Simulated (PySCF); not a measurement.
A structure optimised at PBE-D3(BJ)/def2-SVP, used in a PySCF frequency run:

```xyz
5

F      1.3028    -0.8105    -1.3820
Ge     0.3112    -0.4707     0.0000
F      1.3028    -0.8105     1.3820
Cl    -1.3555    -1.8035     0.0000
Br    -0.2962     1.7232     0.0000
```

**Question.** Write its SMILES, formula and point group.

**Answer.** [F][Ge]([F])([Cl])[Br], BrClF₂Ge, Cs

**Question.** What are its rotational constants (standard atomic weights)?

**Answer.** 2.3382, 1.0846, 0.94119 GHz
